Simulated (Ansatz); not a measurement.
## Molecular dynamics of C4H9FSi

The input (input.yaml):

```yaml
crystal:
  periodic: [false, false, false]
  atoms:
    - { symbol: C, position_ang: [-0.21829, 1.460515, 1.472096] }
    - { symbol: C, position_ang: [-0.076987, 0.279315, 0.855838] }
    - { symbol: C, position_ang: [0.823963, -0.821311, 1.446112] }
    - { symbol: Si, position_ang: [-0.991551, -0.066602, -0.750901] }
    - { symbol: C, position_ang: [0.213861, -0.32538, -2.172185] }
    - { symbol: F, position_ang: [-1.972384, 1.213705, -1.067247] }
    - { symbol: H, position_ang: [-0.862564, 2.25084, 1.062419] }
    - { symbol: H, position_ang: [0.291526, 1.7057, 2.413731] }
    - { symbol: H, position_ang: [1.629877, -1.092499, 0.741819] }
    - { symbol: H, position_ang: [1.287962, -0.493799, 2.389341] }
    - { symbol: H, position_ang: [0.244285, -1.739424, 1.646873] }
    - { symbol: H, position_ang: [-1.797495, -1.265902, -0.596053] }
    - { symbol: H, position_ang: [0.846319, 0.556355, -2.334953] }
    - { symbol: H, position_ang: [0.875326, -1.176888, -1.967337] }
    - { symbol: H, position_ang: [-0.315748, -0.535326, -3.110252] }
basis:
  gaussian: { orbitals: STO-3G }
hamiltonian:
  xc: b3lyp
md:
  timestep: 0.5
  n_steps: 166
  ensemble: nvt_langevin
  temperature: 500.0
  initial_velocities: maxwell_boltzmann
  seed: 181034
  friction: 0.005
scf:
  lower_state_search: "off"
```

Run as:

```bash
$ ansatz run input.yaml --threads 1 --pin off --max-ram 2048MiB --backend cpu --events-out ev --progress --plain --runs-dir out
```

It starts from a relaxed structure.

Output, in part (one step line in 2, the closing report, with atoms numbered from 0):

```
md step     0: t =     0.00 fs  T =   466.7 K  F+E_penalty+E_count = -14707.73776323 eV  E_kin = 0.904820 eV  (14 SCF iters)
md step     2: t =     1.00 fs  T =   430.5 K  F+E_penalty+E_count = -14707.66064767 eV  E_kin = 0.834664 eV  (19 SCF iters)
md step     4: t =     2.00 fs  T =   376.2 K  F+E_penalty+E_count = -14707.51681451 eV  E_kin = 0.729411 eV  (19 SCF iters)
md step     6: t =     3.00 fs  T =   349.3 K  F+E_penalty+E_count = -14707.45699750 eV  E_kin = 0.677237 eV  (19 SCF iters)
md step     8: t =     4.00 fs  T =   357.1 K  F+E_penalty+E_count = -14707.44762699 eV  E_kin = 0.692338 eV  (19 SCF iters)
md step    10: t =     5.00 fs  T =   316.9 K  F+E_penalty+E_count = -14707.37327596 eV  E_kin = 0.614397 eV  (19 SCF iters)
md step    12: t =     6.00 fs  T =   262.7 K  F+E_penalty+E_count = -14707.23679996 eV  E_kin = 0.509313 eV  (19 SCF iters)
md step    14: t =     7.00 fs  T =   213.0 K  F+E_penalty+E_count = -14707.13441701 eV  E_kin = 0.412890 eV  (19 SCF iters)
md step    16: t =     8.00 fs  T =   230.2 K  F+E_penalty+E_count = -14707.15736721 eV  E_kin = 0.446347 eV  (19 SCF iters)
md step    18: t =     9.00 fs  T =   299.6 K  F+E_penalty+E_count = -14707.26531648 eV  E_kin = 0.580954 eV  (19 SCF iters)
md step    20: t =    10.00 fs  T =   338.0 K  F+E_penalty+E_count = -14707.31194871 eV  E_kin = 0.655378 eV  (18 SCF iters)
md step    22: t =    11.00 fs  T =   309.7 K  F+E_penalty+E_count = -14707.23984980 eV  E_kin = 0.600392 eV  (18 SCF iters)
md step    24: t =    12.00 fs  T =   274.5 K  F+E_penalty+E_count = -14707.19483089 eV  E_kin = 0.532188 eV  (18 SCF iters)
md step    26: t =    13.00 fs  T =   299.0 K  F+E_penalty+E_count = -14707.25851122 eV  E_kin = 0.579706 eV  (19 SCF iters)
md step    28: t =    14.00 fs  T =   340.0 K  F+E_penalty+E_count = -14707.34088023 eV  E_kin = 0.659305 eV  (19 SCF iters)
md step    30: t =    15.00 fs  T =   353.6 K  F+E_penalty+E_count = -14707.34806269 eV  E_kin = 0.685688 eV  (19 SCF iters)
md step    32: t =    16.00 fs  T =   315.5 K  F+E_penalty+E_count = -14707.28094764 eV  E_kin = 0.611812 eV  (19 SCF iters)
md step    34: t =    17.00 fs  T =   294.9 K  F+E_penalty+E_count = -14707.25728016 eV  E_kin = 0.571723 eV  (19 SCF iters)
md step    36: t =    18.00 fs  T =   330.2 K  F+E_penalty+E_count = -14707.33287006 eV  E_kin = 0.640280 eV  (19 SCF iters)
md step    38: t =    19.00 fs  T =   355.3 K  F+E_penalty+E_count = -14707.41114817 eV  E_kin = 0.688971 eV  (19 SCF iters)
md step    40: t =    20.00 fs  T =   336.8 K  F+E_penalty+E_count = -14707.36527998 eV  E_kin = 0.652950 eV  (19 SCF iters)
md step    42: t =    21.00 fs  T =   277.7 K  F+E_penalty+E_count = -14707.26102160 eV  E_kin = 0.538437 eV  (19 SCF iters)
md step    44: t =    22.00 fs  T =   266.1 K  F+E_penalty+E_count = -14707.25529772 eV  E_kin = 0.516021 eV  (19 SCF iters)
md step    46: t =    23.00 fs  T =   304.7 K  F+E_penalty+E_count = -14707.30768666 eV  E_kin = 0.590878 eV  (19 SCF iters)
md step    48: t =    24.00 fs  T =   313.7 K  F+E_penalty+E_count = -14707.32157960 eV  E_kin = 0.608215 eV  (19 SCF iters)
md step    50: t =    25.00 fs  T =   290.3 K  F+E_penalty+E_count = -14707.27478805 eV  E_kin = 0.562870 eV  (19 SCF iters)
md step    52: t =    26.00 fs  T =   287.5 K  F+E_penalty+E_count = -14707.22692140 eV  E_kin = 0.557481 eV  (19 SCF iters)
md step    54: t =    27.00 fs  T =   302.2 K  F+E_penalty+E_count = -14707.23274520 eV  E_kin = 0.585954 eV  (19 SCF iters)
md step    56: t =    28.00 fs  T =   336.8 K  F+E_penalty+E_count = -14707.28152455 eV  E_kin = 0.653042 eV  (19 SCF iters)
md step    58: t =    29.00 fs  T =   353.6 K  F+E_penalty+E_count = -14707.30620637 eV  E_kin = 0.685609 eV  (19 SCF iters)
md step    60: t =    30.00 fs  T =   330.6 K  F+E_penalty+E_count = -14707.21577308 eV  E_kin = 0.641055 eV  (19 SCF iters)
md step    62: t =    31.00 fs  T =   262.2 K  F+E_penalty+E_count = -14707.09746180 eV  E_kin = 0.508365 eV  (19 SCF iters)
md step    64: t =    32.00 fs  T =   256.8 K  F+E_penalty+E_count = -14707.10776127 eV  E_kin = 0.497830 eV  (19 SCF iters)
md step    66: t =    33.00 fs  T =   297.3 K  F+E_penalty+E_count = -14707.15143949 eV  E_kin = 0.576357 eV  (20 SCF iters)
md step    68: t =    34.00 fs  T =   296.8 K  F+E_penalty+E_count = -14707.11590540 eV  E_kin = 0.575387 eV  (19 SCF iters)
md step    70: t =    35.00 fs  T =   250.0 K  F+E_penalty+E_count = -14707.03688579 eV  E_kin = 0.484793 eV  (19 SCF iters)
md step    72: t =    36.00 fs  T =   237.9 K  F+E_penalty+E_count = -14707.01146295 eV  E_kin = 0.461288 eV  (19 SCF iters)
md step    74: t =    37.00 fs  T =   253.5 K  F+E_penalty+E_count = -14707.05750724 eV  E_kin = 0.491525 eV  (19 SCF iters)
md step    76: t =    38.00 fs  T =   288.3 K  F+E_penalty+E_count = -14707.11092517 eV  E_kin = 0.558920 eV  (20 SCF iters)
md step    78: t =    39.00 fs  T =   289.3 K  F+E_penalty+E_count = -14707.10357723 eV  E_kin = 0.560828 eV  (20 SCF iters)
md step    80: t =    40.00 fs  T =   250.1 K  F+E_penalty+E_count = -14707.03004799 eV  E_kin = 0.484963 eV  (20 SCF iters)
md step    82: t =    41.00 fs  T =   236.8 K  F+E_penalty+E_count = -14707.01613977 eV  E_kin = 0.459157 eV  (20 SCF iters)
md step    84: t =    42.00 fs  T =   313.4 K  F+E_penalty+E_count = -14707.09272099 eV  E_kin = 0.607653 eV  (19 SCF iters)
md step    86: t =    43.00 fs  T =   333.9 K  F+E_penalty+E_count = -14707.12158748 eV  E_kin = 0.647424 eV  (19 SCF iters)
md step    88: t =    44.00 fs  T =   330.5 K  F+E_penalty+E_count = -14707.10521870 eV  E_kin = 0.640776 eV  (19 SCF iters)
md step    90: t =    45.00 fs  T =   336.6 K  F+E_penalty+E_count = -14707.11679793 eV  E_kin = 0.652614 eV  (19 SCF iters)
md step    92: t =    46.00 fs  T =   357.3 K  F+E_penalty+E_count = -14707.14602136 eV  E_kin = 0.692747 eV  (19 SCF iters)
md step    94: t =    47.00 fs  T =   397.7 K  F+E_penalty+E_count = -14707.16184064 eV  E_kin = 0.771137 eV  (19 SCF iters)
md step    96: t =    48.00 fs  T =   383.9 K  F+E_penalty+E_count = -14707.15386988 eV  E_kin = 0.744332 eV  (19 SCF iters)
md step    98: t =    49.00 fs  T =   386.0 K  F+E_penalty+E_count = -14707.13315379 eV  E_kin = 0.748428 eV  (19 SCF iters)
md step   100: t =    50.00 fs  T =   375.6 K  F+E_penalty+E_count = -14707.11660153 eV  E_kin = 0.728314 eV  (19 SCF iters)
md step   102: t =    51.00 fs  T =   411.1 K  F+E_penalty+E_count = -14707.14036673 eV  E_kin = 0.796991 eV  (19 SCF iters)
md step   104: t =    52.00 fs  T =   441.8 K  F+E_penalty+E_count = -14707.15925650 eV  E_kin = 0.856611 eV  (19 SCF iters)
md step   106: t =    53.00 fs  T =   433.0 K  F+E_penalty+E_count = -14707.12888892 eV  E_kin = 0.839535 eV  (19 SCF iters)
md step   108: t =    54.00 fs  T =   437.8 K  F+E_penalty+E_count = -14707.12334662 eV  E_kin = 0.848893 eV  (19 SCF iters)
md step   110: t =    55.00 fs  T =   436.9 K  F+E_penalty+E_count = -14707.14845929 eV  E_kin = 0.847154 eV  (19 SCF iters)
md step   112: t =    56.00 fs  T =   435.9 K  F+E_penalty+E_count = -14707.14577291 eV  E_kin = 0.845152 eV  (19 SCF iters)
md step   114: t =    57.00 fs  T =   398.0 K  F+E_penalty+E_count = -14707.11019518 eV  E_kin = 0.771647 eV  (19 SCF iters)
md step   116: t =    58.00 fs  T =   396.5 K  F+E_penalty+E_count = -14707.08081703 eV  E_kin = 0.768778 eV  (18 SCF iters)
md step   118: t =    59.00 fs  T =   376.0 K  F+E_penalty+E_count = -14707.07671959 eV  E_kin = 0.728995 eV  (19 SCF iters)
md step   120: t =    60.00 fs  T =   388.9 K  F+E_penalty+E_count = -14707.07987489 eV  E_kin = 0.754018 eV  (19 SCF iters)
md step   122: t =    61.00 fs  T =   366.2 K  F+E_penalty+E_count = -14707.03930122 eV  E_kin = 0.710098 eV  (19 SCF iters)
md step   124: t =    62.00 fs  T =   309.9 K  F+E_penalty+E_count = -14706.93274006 eV  E_kin = 0.600883 eV  (19 SCF iters)
md step   126: t =    63.00 fs  T =   244.4 K  F+E_penalty+E_count = -14706.84529073 eV  E_kin = 0.473824 eV  (19 SCF iters)
md step   128: t =    64.00 fs  T =   263.9 K  F+E_penalty+E_count = -14706.88434369 eV  E_kin = 0.511672 eV  (19 SCF iters)
md step   130: t =    65.00 fs  T =   310.9 K  F+E_penalty+E_count = -14706.96228375 eV  E_kin = 0.602731 eV  (19 SCF iters)
md step   132: t =    66.00 fs  T =   311.7 K  F+E_penalty+E_count = -14706.96774846 eV  E_kin = 0.604411 eV  (19 SCF iters)
md step   134: t =    67.00 fs  T =   283.4 K  F+E_penalty+E_count = -14706.94645968 eV  E_kin = 0.549424 eV  (19 SCF iters)
md step   136: t =    68.00 fs  T =   327.0 K  F+E_penalty+E_count = -14706.98457018 eV  E_kin = 0.634072 eV  (19 SCF iters)
md step   138: t =    69.00 fs  T =   388.7 K  F+E_penalty+E_count = -14707.11112929 eV  E_kin = 0.753694 eV  (19 SCF iters)
md step   140: t =    70.00 fs  T =   454.5 K  F+E_penalty+E_count = -14707.23743370 eV  E_kin = 0.881191 eV  (19 SCF iters)
md step   142: t =    71.00 fs  T =   445.2 K  F+E_penalty+E_count = -14707.24611133 eV  E_kin = 0.863169 eV  (19 SCF iters)
md step   144: t =    72.00 fs  T =   395.1 K  F+E_penalty+E_count = -14707.16094843 eV  E_kin = 0.766046 eV  (19 SCF iters)
md step   146: t =    73.00 fs  T =   398.7 K  F+E_penalty+E_count = -14707.13308151 eV  E_kin = 0.772945 eV  (19 SCF iters)
md step   148: t =    74.00 fs  T =   436.6 K  F+E_penalty+E_count = -14707.18528617 eV  E_kin = 0.846571 eV  (19 SCF iters)
md step   150: t =    75.00 fs  T =   451.8 K  F+E_penalty+E_count = -14707.17846162 eV  E_kin = 0.875914 eV  (19 SCF iters)
md step   152: t =    76.00 fs  T =   383.1 K  F+E_penalty+E_count = -14707.05460863 eV  E_kin = 0.742850 eV  (20 SCF iters)
md step   154: t =    77.00 fs  T =   334.9 K  F+E_penalty+E_count = -14706.96911182 eV  E_kin = 0.649353 eV  (19 SCF iters)
md step   156: t =    78.00 fs  T =   343.9 K  F+E_penalty+E_count = -14707.01260297 eV  E_kin = 0.666805 eV  (19 SCF iters)
md step   158: t =    79.00 fs  T =   390.1 K  F+E_penalty+E_count = -14707.12271804 eV  E_kin = 0.756291 eV  (19 SCF iters)
md step   160: t =    80.00 fs  T =   428.6 K  F+E_penalty+E_count = -14707.17535556 eV  E_kin = 0.830945 eV  (20 SCF iters)
md step   162: t =    81.00 fs  T =   385.1 K  F+E_penalty+E_count = -14707.09248797 eV  E_kin = 0.746680 eV  (20 SCF iters)
md step   164: t =    82.00 fs  T =   282.6 K  F+E_penalty+E_count = -14706.94195939 eV  E_kin = 0.547984 eV  (19 SCF iters)
md step   166: t =    83.00 fs  T =   250.1 K  F+E_penalty+E_count = -14706.90933518 eV  E_kin = 0.484835 eV  (19 SCF iters)
Total energy: -14706.90955829 eV, -540.4689575659 hartree
Atom 0 at    -0.475250     1.338683     1.549774 Å, force     0.446527     0.891361     1.926480 eV/Å
Atom 1 at    -0.051313     0.316702     0.803260 Å, force     0.161259    -1.289955    -1.092855 eV/Å
Atom 2 at     1.208059    -0.614612     0.894261 Å, force    -0.234072     1.567409     1.165896 eV/Å
Atom 3 at    -1.053311    -0.106708    -0.768229 Å, force    -0.124556     2.231414    -0.681646 eV/Å
Atom 4 at     0.106865    -0.204543    -2.330138 Å, force    -0.184124    -2.947681     3.235215 eV/Å
Atom 5 at    -2.130322     1.208286    -1.011530 Å, force     1.238237    -1.692904     0.240137 eV/Å
Atom 6 at    -1.478591     1.735587     1.404668 Å, force    -0.376394     0.334686    -0.745405 eV/Å
Atom 7 at    -0.021989     1.888898     2.438131 Å, force     0.145237    -1.361042    -1.028296 eV/Å
Atom 8 at     1.639326    -0.704757    -0.105843 Å, force     0.437367    -0.141190    -0.110600 eV/Å
Atom 9 at     1.955991    -0.260882     1.629142 Å, force     0.051430     0.254607    -0.407166 eV/Å
Atom 10 at     0.934626    -1.605703     1.261131 Å, force    -0.465646    -0.508996    -0.159731 eV/Å
Atom 11 at    -1.811549    -1.308626    -0.647263 Å, force    -0.344837    -0.603958     0.098866 eV/Å
Atom 12 at     0.955366     0.420948    -2.209230 Å, force     1.342496     0.710390     0.070653 eV/Å
Atom 13 at     0.397341    -1.241749    -2.651969 Å, force    -0.114055     0.981469     0.673110 eV/Å
Atom 14 at    -0.483316     0.171834    -3.069460 Å, force    -1.978870     1.574391    -3.184658 eV/Å
Dipole moment:     0.106284    -0.186004    -0.022705 e Å
```

The run went to its last step. The mean temperature of the second half is 26 % below the set value. A run of 0.083 ps of so small a system gives no equilibrium averages. Limits of this set-up: minimal basis.

The same pairs are bonded in the first frame and the last. Pairs count as bonded within 1.25 times the sum of covalent radii (0.12 Å more for H–H).

Last frame:

```xyz
15
Properties=species:S:1:pos:R:3
C -0.475 1.339 1.550
C -0.051 0.317 0.803
C 1.208 -0.615 0.894
Si -1.053 -0.107 -0.768
C 0.107 -0.204 -2.330
F -2.130 1.208 -1.012
H -1.479 1.736 1.405
H -0.022 1.889 2.438
H 1.639 -0.705 -0.106
H 1.956 -0.261 1.629
H 0.935 -1.606 1.261
H -1.812 -1.309 -0.647
H 0.955 0.421 -2.209
H 0.397 -1.242 -2.652
H -0.483 0.172 -3.070
```

The run took 7.3 min on 1 thread of Arm Neoverse V1, on a shared host, peak memory 0.1 GiB.
